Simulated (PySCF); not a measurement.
# Orbital picture of KRb

M06-2X at R = 4.157 Å; basis K def2-SVPD, Rb def2-SVPD with ECP28; scalar-relativistic core potentials; PySCF 2.14. State: ¹Σ⁺ (singlet), closed shell. Only the outer orbitals are listed, counted within each symmetry, core potentials removing the inner ones.

```tsv
orbital	occ.	ε (eV)	on K (%)	main shells (%)
5σ	2	-36.74	0	100 Rb s
2π	2	-22.57	100	100 K p
2π	2	-22.57	100	100 K p
6σ	2	-22.56	100	100 K p
3π	2	-18.84	0	100 Rb p
3π	2	-18.84	0	100 Rb p
7σ	2	-18.83	0	100 Rb p
8σ	2	-3.43	45	52 Rb s, 44 K s
9σ	0	-1.13	49	33 K s, 32 Rb s, 18 Rb p
4π	0	-0.34	40	60 Rb p, 40 K p
4π	0	-0.34	40	60 Rb p, 40 K p
```

Q: Which are the highest filled and the lowest empty level, where do they sit, and how wide is the gap?

A: Highest filled 8σ at -3.43 eV (in %: 52 Rb s, 44 K s); lowest empty 9σ at -1.13 eV (in %: 33 K s, 32 Rb s, 18 Rb p); the gap at M06-2X is 2.30 eV.

```
bond order (Mayer)                              : 0.99
⟨S²⟩                                            : 0.000
charge on K (Mulliken, basis-dependent)         : 0.09
charge on K (Löwdin, basis-dependent)           : 0.07
dipole moment (positive dipole means K(−)Rb(+)) : -0.15 D
```

Closed-shell solutions of metal pairs were not tested for spin polarisation, which can lower them a little.
